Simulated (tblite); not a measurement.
Species: C₄H₁₂FNSi₂.
Cartesian coordinates in Å at the GFN2-xTB level; atoms count from 1:
```
atom  x, y, z in Å
F1    -2.2345   -2.1048   -0.8480
Si2   -0.7980   -1.9479   -0.1403
N3    -0.1470   -0.4951   -0.7663
C4    -0.9890    0.5453   -1.3424
Si5   -1.5140    1.9343   -0.1385
C6     1.1602   -0.0385   -0.4444
C7     1.5044    0.4658    0.9320
C8     2.0861   -0.8221    0.4275
H9    -0.0151   -3.0886   -0.5933
H10   -1.1300   -1.9700    1.2847
H11   -1.8805    0.0636   -1.7435
H12   -0.4567    0.9745   -2.2006
H13   -2.0802    1.3362    1.0711
H14   -0.3644    2.7706    0.2145
H15   -2.5153    2.7486   -0.8286
H16    1.6152    0.4956   -1.2763
H17    0.7397    0.4016    1.6901
H18    2.1490    1.3260    1.0263
H19    1.7326   -1.7399    0.8674
H20    3.1322   -0.8445    0.1606
```

All values are computed: GFN2-xTB (tblite) harmonic vibrations without scaling, gas phase. Against measured fundamentals such values can be off by several per cent, at times by over 20. Modes of hydrogen on silicon can be 10 to 20 % off. One conformer, not necessarily the lowest.

Harmonic wavenumbers (cm⁻¹): 48.5, 54.3, 83.1, 108.5, 142.0, 170.4, 220.3, 249.0, 327.1, 441.2, 443.6, 501.5, 530.6, 547.8, 588.2, 664.8, 734.4, 755.3, 765.6, 778.2, 791.0, 797.0, 800.5, 806.8, 823.3, 853.5, 939.4, 974.6, 1032.8, 1057.9, 1082.3, 1098.1, 1151.1, 1154.3, 1166.0, 1254.4, 1283.5, 1338.6, 1378.9, 1429.7, 1473.4, 1481.2, 2237.7, 2257.8, 2267.5, 2269.7, 2318.1, 2890.1, 2972.3, 2993.2, 3085.2, 3089.4, 3104.7, 3121.8.

A = 1412, B = 1309, C = 772.3 MHz; mass 149.049 u (most abundant isotopes); point group C1, symmetry number 1.

Task: Zero-point energy?

Result: ½Σν̃ = 32465 cm⁻¹ = 388.37 kJ/mol.

Task: Entropy at 400 K, 1 bar (ideal gas, RRHO, classical rotation)?

Result: Translation 177.38, rotation 128.35, vibration 192.86: S = 498.6 J/(mol K).

Task: And Cp and H(400 K) − H(0)?

Result: Cp = 228.95 J/(mol K), of which vibrations give 195.69 (their classical limit is 54 R = 449.0); H(400 K) − H(0) = 52.98 kJ/mol without the zero-point energy, 39.68 from vibrations.

Task: Blend soft modes into free rotors: weight 1/[1 + (100 cm⁻¹/ν̃)⁴] for the oscillator and the rest for a rotor with moment μB/(μ + B), μ = h/(8π²ν), B = 10⁻⁴⁴ kg m². What vibrational entropy results?

Result: 175.80 J/(mol K) in place of 192.86, which changes −T·S at 400 K by +6.82 kJ/mol.

Task: How do the functions run with temperature in this model?

Result: 
```tsv
T (K)	S (J/(mol K))	Cp (J/(mol K))	H − H(0) (kJ/mol)	G − H(0) (kJ/mol)	ln q(vib)
50	253.8	61.2	2.24	-10.45	0.69
100	304.1	85.3	5.94	-24.47	2.21
298.15	438.4	181.6	32.00	-98.71	8.22
373.15	483.1	217.3	46.99	-133.27	10.46
500	553.9	266.7	77.83	-199.11	14.23
750	675.6	332.6	153.42	-353.26	21.36
1000	777.4	374.5	242.16	-535.24	27.94
```

q(vib) and H(0) count from the zero-point level.

Task: Which modes carry the vibrational entropy at 400 K?

Result: 48.5 cm⁻¹: 22.84; 54.3 cm⁻¹: 21.91; 83.1 cm⁻¹: 18.39; 108.5 cm⁻¹: 16.19; 142.0 cm⁻¹: 13.99; 170.4 cm⁻¹: 12.51 J/(mol K); the other 48 give 87.03 together.

Task: What must be added to the electronic energy to get the Gibbs energy at 400 K and 1 bar?

Result: ZPE + [H(400 K) − H(0)] − T·S = 388.37 + 52.98 − 199.43 = 241.92 kJ/mol.

Hindered rotation and anharmonicity are outside this model. Other conformers, if any are populated, would add a mixing term that is left out. The structure is chiral; the term R ln 2 for an equal mix with its mirror image is left out.

On an Arm Neoverse V1 with one thread, shared host with 32 logical CPUs at a one-minute load of 26, this took 0.94 s of wall time. This covers the Hessian and the dipole derivatives.
